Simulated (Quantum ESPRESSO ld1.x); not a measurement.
Q: These are the eigenvalues of the occupied orbitals of an atom or ion with whole-number occupations (eV). Calculated with ld1.x of Quantum ESPRESSO 7.5: Dirac Kohn-Sham, PBE, spin-unpolarised, spherical densities, point nucleus.

| orbital | eigenvalue |
|---|---|
| 1s1/2 | -85520.1 |
| 2s1/2 | -15237.5 |
| 2p1/2 | -14625.1 |
| 2p3/2 | -12559.0 |
| 3s1/2 | -3658.96 |
| 3p1/2 | -3383.40 |
| 3p3/2 | -2924.08 |
| 3d3/2 | -2470.59 |
| 3d5/2 | -2372.52 |
| 4s1/2 | -839.451 |
| 4p1/2 | -720.822 |
| 4p3/2 | -609.150 |
| 4d3/2 | -415.886 |
| 4d5/2 | -395.056 |
| 5s1/2 | -159.986 |
| 4f5/2 | -145.612 |
| 4f7/2 | -141.013 |
| 5p1/2 | -120.225 |
| 5p3/2 | -100.001 |
| 5d3/2 | -45.6866 |
| 5d5/2 | -43.3795 |

Which element is it, and in what charge state? The configuration may be excited. Open shells, if any, are shared by 2j + 1.

A: Z = 81, thallium, charge +3: Tl3+ in [Xe] 4f14 5d10. The list shows which subshells hold electrons but not how many an open one holds; the 1s level, -3142.8 hartree, gives Z - s = 79.3 by -(Z - s)^2/2, which with screening and relativity narrows Z to a few neighbours, and the depths of the outer levels then fix element, charge and occupations together.
